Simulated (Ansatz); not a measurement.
Coupled-cluster run, `[CH3][Al]([CH3])[InH2]`.

```yaml
crystal:
  periodic: [false, false, false]
  atoms:
    - {symbol: C, position_ang: [-0.493397, 1.884400, -0.385911]}
    - {symbol: Al, position_ang: [0.023798, 0.036068, 0.018430]}
    - {symbol: C, position_ang: [1.503009, -0.250029, 1.274452]}
    - {symbol: In, position_ang: [-1.252770, -2.029092, -1.103720]}
    - {symbol: H, position_ang: [-1.041089, 1.997892, -1.324180]}
    - {symbol: H, position_ang: [-1.145386, 2.259249, 0.413181]}
    - {symbol: H, position_ang: [0.377874, 2.546530, -0.414342]}
    - {symbol: H, position_ang: [1.528873, -1.249359, 1.714524]}
    - {symbol: H, position_ang: [1.482364, 0.482601, 2.087727]}
    - {symbol: H, position_ang: [2.455029, -0.105430, 0.748428]}
    - {symbol: H, position_ang: [-0.770098, -2.782513, -2.599445]}
    - {symbol: H, position_ang: [-2.668189, -2.790328, -0.429144]}
basis:
  gaussian: {orbitals: def2-TZVPP}
correlation: {method: ccsd_t}
output: {orbitals: {seedname: orbitals}}
```

```sh
$ ansatz run in.yaml --threads 4 --pin off --events-out ev --progress --plain --max-ram 10444MiB
```

The program prints (abridged):

```
Functional definition: HF
1710 factors; integrals over basis functions are off by at most 1.0e-3 eV
mean field evaluation 1: about -13915.6626 eV, gradient 3.9e1 eV
mean field evaluation 2: about -13915.7320 eV, gradient 3.9e1 eV
mean field evaluation 4: about -13919.8577 eV, gradient 3.1e0 eV
mean field evaluation 8: about -13919.9168 eV, gradient 1.7e-1 eV
mean field -13919.91695964 eV, -511.5475130080 hartree, gradient 9.6e-7 eV, S^2 0.000000; 0 other end points of the search recorded, 0 dependent functions left out
11 core orbitals not correlated: weight in the atoms' cores, before any rotation towards them, 1.000 or more for the frozen orbitals, at most 0.000 for the correlated occupied ones
reference -13919.91695964 eV, -511.5475130080 hartree; 16, 16 occupied and 239, 239 virtual orbitals, 1710 factors
second order -19.91493542 eV of doubles, -0.00000000 eV of singles
cycle   1  -20.49419081 eV  change   -5.8e-1 eV  update   1.0e-1
cycle   2  -21.03635468 eV  change   -5.4e-1 eV  update   3.0e-2
cycle   3  -21.11120941 eV  change   -7.5e-2 eV  update   1.4e-2
cycle   4  -21.10451948 eV  change    6.7e-3 eV  update   3.9e-3
cycle   5  -21.10316082 eV  change    1.4e-3 eV  update   1.8e-3
cycle   6  -21.10315794 eV  change    2.9e-6 eV  update   6.0e-4
cycle   7  -21.10302743 eV  change    1.3e-4 eV  update   2.3e-4
cycle   8  -21.10305970 eV  change   -3.2e-5 eV  update   8.2e-5
cycle   9  -21.10308363 eV  change   -2.4e-5 eV  update   2.6e-5
perturbative correction -0.71224298 eV, -0.0261744466 hartree
Total energy: -13941.73228624 eV, -512.3492114738 hartree
```

Hardware: 4 threads of an AMD EPYC 9R45 on a shared host. Wall time 61 s, peak host memory 6.8 GiB.

Correlation energy per correlated electron: -0.682 eV. T1 diagnostic: 0.0127.
